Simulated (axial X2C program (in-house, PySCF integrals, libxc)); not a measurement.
AlGe: cheaper levels and CCSD(T), 2c

Calculated with an in-house all-electron X2C program for linear molecules (integrals from PySCF). Two-component (2c) means X2C with spin–orbit coupling and atomic mean-field two-electron Coulomb and Gaunt terms. Basis: Ge dyall-cv3z [9s9p7d4f1g], Al dyall-v3z [8s8p2d1f] (cores contracted in-house); Gaussian nuclei, density fitting, unrestricted open shells. Masses: Ge 73.921 u, Al 26.982 u.

State: Ω = 3/2 (⟨Sz⟩ = 1.49, ⟨Lz⟩ = 0.01 at HF); fragments Ge + Al.

```json
{"level": "PBE0", "Re (Å)": "2.467", "ωe (cm⁻¹)": "304.1"}
{"level": "HF", "Re (Å)": "2.532", "ωe (cm⁻¹)": "278.1"}
{"level": "CCSD", "Re (Å)": "2.487", "ωe (cm⁻¹)": "303.6"}
{"level": "B3LYP", "Re (Å)": "2.486", "ωe (cm⁻¹)": "290.1"}
```

Correlated methods: 7 electrons correlated (number of frozen shells: Ge 3 s, 2 p, 1 d; Al 2 s, 1 p), 207 virtual spin orbitals or spinors in MP2, 90 natural virtuals in coupled cluster.

CCSD(T), same Hamiltonian and basis:

Re = 2.482 Å, ωe = 307.0 cm⁻¹; T1 = 0.033 (Lee–Taylor normalisation).

(1) Give the differences from CCSD(T) in the columns below.

The state is a single determinant with fixed occupations, the lowest that a limited PBE0 search found. De is not given where an atomic determinant may have missed its ground term or J level, or where the truncated virtual space spoils (T). Density functionals use the spin component along the axis (collinear). CCSD and (T) use frozen natural virtuals with an MP2 correction for the truncation; (T) itself is uncorrected, so its De runs slightly low. Other states lie close and PBE0, whose exact exchange favours high spin, may order them wrongly; the determinant shown need not be the ground state. The nearest other 2c determinant of the search, Ω = 1/2, lies 0.31 eV up at the distance of the search. The functionals have no current-density term, which raises determinants with orbital currents, atoms included. With several unpaired electrons one determinant need not be a pure state. This is the top spin component of a Σ state; components of lower Ω are not single determinants and can lie lower. With the outer-core shells frozen, correlated bond lengths of heavy atoms tend to come out a few hundredths of an ångström too long.

Results:

(1) 

| level | ΔRe (Å) | Δωe (cm⁻¹) |
| --- | --- | --- |
| PBE0 | -0.015 | -3 |
| HF | 0.050 | -29 |
| CCSD | 0.005 | -3 |
| B3LYP | 0.004 | -17 |
